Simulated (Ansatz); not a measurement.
Molecule: Si₂O₂ (charge 0, singlet). SMILES: o1[si]2o[si]1=2
Structure (B3LYP-D3(BJ)/def2-TZVP (Ansatz, an electronic-structure program) minimum search):
```xyz
4

Si     1.2294     0.0012    -0.0314
Si    -1.2294    -0.0012     0.0314
O     -0.0018     1.1724    -0.0287
O      0.0018    -1.1724     0.0287
```
Charge 0, spin multiplicity 1.

Parts of the frozen-core correlation energy in 6-31G* (Ansatz, hartree). Frozen orbitals: 12; correlated occupied orbitals by spin: 10 and 10; virtual: 46 and 46. Spin-orbit coupling is left out. Non-relativistic.

```
term                            value
-------------------------  ----------
reference (HF)             -727.65174
MP2 opposite-spin                   ?
MP2 same-spin                -0.13528
CCSD correlation                    ?
(T)                                 ?
T1 diagnostic                   0.019
largest doubles amplitude       0.063
```

**Question.** What belongs in the gaps?

**Answer.** 
- MP2 opposite-spin, value: -0.36953
- CCSD correlation, value: -0.52309
- (T), value: -0.01657
